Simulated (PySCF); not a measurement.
Mapped SMILES: `[F:1][Si@H:2]1[CH:3]=[CH:4][S:5][CH2:6]1`; H(Xn) means a hydrogen on atom n. Ha(C6) is cis to F1 on the ring; Hb(C6) is trans to F1 on the ring.

Geometry: PBE0-D3(BJ)/def2-SVP; GIAO absolute shieldings from PySCF 2.14.0 with density-fitted response routines, gas phase, non-relativistic, averaged over equivalent atoms.

At CAM-B3LYP/pcSseg-2 (300 basis functions, 42 s wall time on 1 thread of an Intel Xeon 6975P-C, shared host):
| atoms | σ (ppm) |
| --- | --- |
| F1 | 343.0 |
| Si2 | 303.1 |
| C4 | 2.1 |
| C3 | 58.8 |
| C6 | 166.9 |
| S5 | 384.2 |
| H(C4) | 23.44 |
| H(C3) | 25.24 |
| H(Si2) | 25.61 |
| Ha(C6) | 29.23 |
| Hb(C6) | 29.30 |

Task: Estimate the result of repeating the calculation with KT2/pcSseg-2.

Result: 
```
 atoms  σ at KT2/pcSseg-2  change
    F1              325.2   -17.8
   Si2              323.6   +20.5
    C4               20.2   +18.1
    C3               70.4   +11.6
    C6              165.3    -1.6
    S5              392.6    +8.4
 H(C4)              23.40   -0.04
 H(C3)              25.07   -0.17
H(Si2)              25.02   -0.59
Ha(C6)              28.93   -0.30
Hb(C6)              29.02   -0.28
```

The largest change is at Si2 (silicon bonded to 2 C, F, H, in a 5-membered ring). Cost: 300 basis functions, 62 s wall time on 1 thread of an Arm Neoverse V1, shared host. The order of the carbon signals is the same at both levels.
